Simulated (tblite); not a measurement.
Compound: C₅H₉BrF₂Si.
SMILES with atom numbers: `[F:1][CH2:2][CH2:3]/[C:4](=[CH:5]\[Br:6])[SiH2:7][CH2:8][F:9]` (hydrogens: H10, H11 on C2; H12, H13 on C3; H14 on C5; H15, H16 on Si7; H17, H18 on C8)

Computed with GFN2-xTB (tblite), gas phase: L-BFGS steps from a force-field or distance-geometry start until the largest atomic force falls under 0.01 eV/Å.

Step 21: E = -830.7945 eV
```
atom  x, y, z in Å  |  force x, y, z in eV/Å
F1      3.6242   -1.2980   -0.2447   -0.005   0.022   0.014
C2      2.7261   -0.2590   -0.3436    0.003  -0.019  -0.015
C3      1.3749   -0.7658    0.1498    0.030   0.003   0.000
C4      0.1796    0.1366    0.0743    0.043  -0.004  -0.093
C5      0.1086    1.4050   -0.3026   -0.001   0.011   0.007
Br6     1.4932    2.5945   -0.8482   -0.010  -0.008   0.008
Si7    -1.4337   -0.7351    0.5824    0.032   0.041  -0.039
C8     -2.9345    0.3532    0.0967   -0.047   0.007   0.023
F9     -3.0165    0.4792   -1.2755    0.047  -0.030   0.020
H10     3.1312    0.5588    0.2599   -0.033  -0.057   0.002
H11     2.6970    0.0216   -1.4002    0.011   0.013   0.006
H12     1.4909   -1.0879    1.1904   -0.009  -0.002  -0.020
H13     1.1430   -1.6653   -0.4320    0.010   0.008   0.060
H14    -0.8343    1.9240   -0.3301    0.011   0.047  -0.022
H15    -1.4525   -0.9238    2.0355   -0.020   0.014   0.008
H16    -1.5364   -2.0041   -0.1361   -0.004  -0.019  -0.015
H17    -3.8730   -0.0985    0.4204   -0.052  -0.018  -0.003
H18    -2.8964    1.3710    0.4919   -0.008  -0.009   0.060
```

Step 22: E = -830.7956 eV
```
atom  x, y, z in Å  |  force x, y, z in eV/Å
F1      3.6240   -1.2998   -0.2430   -0.013   0.007   0.017
C2      2.7266   -0.2600   -0.3437    0.028  -0.016  -0.017
C3      1.3748   -0.7635    0.1492    0.045  -0.016  -0.003
C4      0.1787    0.1363    0.0711    0.049   0.021  -0.088
C5      0.1087    1.4048   -0.3049    0.010   0.035  -0.005
Br6     1.4956    2.5956   -0.8436   -0.008  -0.016   0.007
Si7    -1.4345   -0.7330    0.5803    0.039  -0.020  -0.038
C8     -2.9372    0.3523    0.0982   -0.048   0.003   0.019
F9     -3.0206    0.4857   -1.2726    0.049  -0.030  -0.003
H10     3.1340    0.5555    0.2603   -0.034  -0.029   0.006
H11     2.7012    0.0188   -1.4006    0.001   0.025  -0.001
H12     1.4912   -1.0865    1.1885   -0.013   0.003   0.017
H13     1.1446   -1.6637   -0.4301   -0.005  -0.026   0.029
H14    -0.8329    1.9254   -0.3374   -0.005   0.040  -0.015
H15    -1.4527   -0.9176    2.0347   -0.018   0.012  -0.005
H16    -1.5338   -2.0064   -0.1362   -0.006   0.022   0.008
H17    -3.8733   -0.1051    0.4195   -0.067  -0.022   0.004
H18    -2.9032    1.3676    0.4985   -0.004   0.008   0.069
```

**Question.** Estimate the geometry and energy of step 23. (The exact step hangs on the optimiser's Hessian estimate; all steps are aligned on step 22, rigid shifts and turns removed.)

**Answer.** E = -830.7968 eV, largest force 0.083 eV/Å
```
atom  x, y, z in Å  |  force x, y, z in eV/Å
F1      3.6235   -1.3017   -0.2408   -0.007  -0.019   0.014
C2      2.7277   -0.2613   -0.3441    0.046  -0.013  -0.014
C3      1.3754   -0.7613    0.1484    0.040  -0.032  -0.009
C4      0.1787    0.1363    0.0659    0.035   0.038  -0.065
C5      0.1089    1.4053   -0.3075    0.019   0.052  -0.020
Br6     1.4983    2.5964   -0.8384    0.003  -0.013   0.003
Si7    -1.4345   -0.7307    0.5773    0.034  -0.065  -0.026
C8     -2.9412    0.3513    0.1003   -0.033  -0.009   0.020
F9     -3.0241    0.4921   -1.2695    0.044  -0.024  -0.013
H10     3.1364    0.5514    0.2609   -0.028   0.009   0.013
H11     2.7058    0.0163   -1.4010   -0.008   0.034  -0.010
H12     1.4914   -1.0848    1.1868   -0.015   0.015   0.049
H13     1.1463   -1.6624   -0.4274   -0.018  -0.060  -0.005
H14    -0.8315    1.9276   -0.3458   -0.016   0.027  -0.007
H15    -1.4532   -0.9106    2.0337   -0.013   0.010  -0.028
H16    -1.5310   -2.0085   -0.1361   -0.009   0.056   0.027
H17    -3.8749   -0.1129    0.4185   -0.068  -0.017   0.004
H18    -2.9108    1.3639    0.5073   -0.006   0.011   0.067
```

The energy changes by -0.0012 eV. The first-order estimate −F·Δx gives -0.0016 eV and the mean of the old and new forces, exact on a quadratic surface, -0.0012 eV. The step makes an angle of 72° with the force vector and moves no atom by more than 0.012 Å.

What follows is the cost of the whole relaxation. Hardware: Arm Neoverse N1, one thread, on a shared host. Cost: 4.0 s of wall time.
